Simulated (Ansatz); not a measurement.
Isolated molecules relaxed with PBE0-D4/def2-TZVP in Ansatz; ΔE leaves out vibrations. CCSD(T)/CBS is the MP2 limit (def2-TZVPP, def2-QZVPP) plus CCSD(T) − MP2 in def2-TZVPP, frozen cores. This one scheme is used for every species. Functionals use def2-TZVPP. B3LYP here is the variant with VWN-RPA as its local correlation; programs differ in this. HSE06 is defined as in plane-wave codes. Elements past krypton have def2 core potentials. For Ta outer-core shells are correlated without core-valence functions, which leaves a few kJ/mol of doubt a bond. One conformer a species, not always the lowest.

Consider the ligand exchange at a Ta–O bond: `[NH2][Ta](=[O])([OH])[OH]` + NH₃ → `[NH2][Ta]([NH2])(=[O])[OH]` + H₂O.

Problem. Is it downhill or uphill in electronic energy at CCSD(T)/CBS, and by how much? (An estimate is asked.)

Solution. Ansatz gave: Uphill: ΔE = +37.2 kJ/mol.

Problem. What do these levels give: PBE0-D4, B3LYP-D4, HSE06, LC-ωPBE, CCSD/def2-SVP, CCSD/def2-TZVPP? (An estimate is asked.)

Solution. The calculation gave: PBE0-D4 40.2, B3LYP-D4 43.1, HSE06 41.6, LC-ωPBE 45.0, CCSD/def2-SVP 44.2, CCSD/def2-TZVPP 39.9 kJ/mol.

Largest T1 diagnostic among the species: 0.020.

In def2-TZVPP, CCSD(T) changes the Hartree–Fock value by −8.8 kJ/mol (the triples alone add −0.8 kJ/mol) and MP2 by −9.3 kJ/mol. Leaving LDA and LC-ωPBE aside and taking each functional with its dispersion term where it has one, the values, not all of them listed here, spread over 8.0 kJ/mol, from HSE06-D4 to B97M-V. LDA lies −3.2 kJ/mol from PBE without D4. At CCSD(T), def2-SVP lies +6.7 kJ/mol from the extrapolated value and def2-TZVPP +1.9 kJ/mol.
